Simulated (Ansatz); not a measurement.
```xyz
18

B     1.223    1.264   -0.076
N     0.279    0.324    0.334
C    -0.769    0.691    1.292
C    -2.009    1.240    0.613
Si    0.250   -1.346   -0.207
C     1.504   -1.697   -1.531
H     2.061    0.964   -0.877
H     1.187    2.371    0.389
H    -1.031   -0.187    1.895
H    -0.362    1.434    1.983
H    -1.766    2.148    0.057
H    -2.777    1.483    1.350
H    -2.427    0.514   -0.088
H     0.480   -2.212    0.984
H    -1.124   -1.650   -0.698
H     1.340   -1.072   -2.411
H     1.418   -2.744   -1.833
H     2.522   -1.525   -1.175
```

The species carries charge 0 and has multiplicity 1.

(1) List the CAM-B3LYP/def2-TZVPP orbital energies in eV (Ansatz 0.2.0). (An estimate is asked.)

Answers

(1) Computed: Occupied: -1801.00, -391.32, -279.70, -278.57, -278.37, -185.04, -145.54, -100.88, -100.85, -100.85, -26.49, -22.39, -21.34, -18.94, -17.08, -15.31, -14.33, -13.67, -13.34, -13.11, -12.84, -12.16, -11.96, -11.07, -10.84, -10.57, -10.12, -9.13. Lowest empty: 0.92, 1.75, 1.98, 2.41, 2.99, 3.11, 3.34, 3.40.
